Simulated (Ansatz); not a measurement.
Geometry optimisation, RKS revPBE-D4/STO-3G (Ansatz).

input.yaml

```yaml
crystal:
  periodic: [false, false, false]
  atoms:
    - { symbol: C, position_ang: [-1.5481, 0.724, 2.1251] }
    - { symbol: S, position_ang: [0.1438, 0.7357, 1.6457] }
    - { symbol: Si, position_ang: [0.0701, 0.2173, -0.4599] }
    - { symbol: C, position_ang: [-0.356, -1.5363, -0.6022] }
    - { symbol: Si, position_ang: [2.1741, 0.473, -1.4506] }
    - { symbol: H, position_ang: [-1.6813, 1.0596, 3.1669] }
    - { symbol: H, position_ang: [-2.0253, -0.2137, 1.9807] }
    - { symbol: H, position_ang: [-2.1052, 1.5241, 1.5134] }
    - { symbol: H, position_ang: [-0.8991, 1.1171, -1.0512] }
    - { symbol: H, position_ang: [-0.4867, -1.8529, -1.6242] }
    - { symbol: H, position_ang: [0.2554, -2.2241, -0.0719] }
    - { symbol: H, position_ang: [-1.401, -1.6932, -0.1414] }
    - { symbol: H, position_ang: [2.5904, 1.9167, -1.3567] }
    - { symbol: H, position_ang: [3.1552, -0.3951, -0.7752] }
    - { symbol: H, position_ang: [2.0918, 0.097, -2.8692] }
basis:
  gaussian: { orbitals: STO-3G }
hamiltonian:
  xc: revpbe
  dispersion: d4
relax:
  f_tol: 0.02
  max_steps: 50
output:
  orbitals: {}
```

Command:

```bash
$ ansatz run input.yaml --threads 1 --pin off --max-ram 2048MiB --backend cpu --events-out ev --progress --plain --runs-dir out
```

Question: Where does it end, and by what steps?

Answer: It converged. The force dipped under the threshold on the way, but the program's further checks kept it going. Limits of this set-up: minimal basis. After 7 steps the energy has fallen by 0.620 eV; H8 moved furthest, 0.16 Å.

```csv
step,energy less start (eV),largest force component (eV/Å),accepted
0,0.0000,4.164,yes
1,-0.5220,0.915,yes
2,-0.6080,0.369,yes
3,-0.6180,0.159,yes
4,-0.6195,0.035,yes
5,-0.6199,0.028,yes
6,-0.6200,0.005,yes
7,-0.6201,0.010,yes
```

```xyz
15
Properties=species:S:1:pos:R:3
C -1.514 0.740 2.052
S 0.276 0.821 1.658
Si 0.128 0.242 -0.403
C -0.477 -1.546 -0.572
Si 2.142 0.504 -1.396
H -1.652 1.070 3.101
H -1.927 -0.288 1.967
H -2.124 1.406 1.404
H -0.874 1.084 -1.060
H -0.574 -1.828 -1.637
H 0.221 -2.259 -0.098
H -1.467 -1.683 -0.101
H 2.586 1.891 -1.333
H 3.157 -0.320 -0.752
H 2.079 0.117 -2.800
```

Whether the end is a true minimum wasn't checked by a vibrational analysis.

Run time: 25 s on 1 thread of Intel(R) Xeon(R) 6975P-C (Granite Rapids) (shared host), peak memory 0.14 GiB.
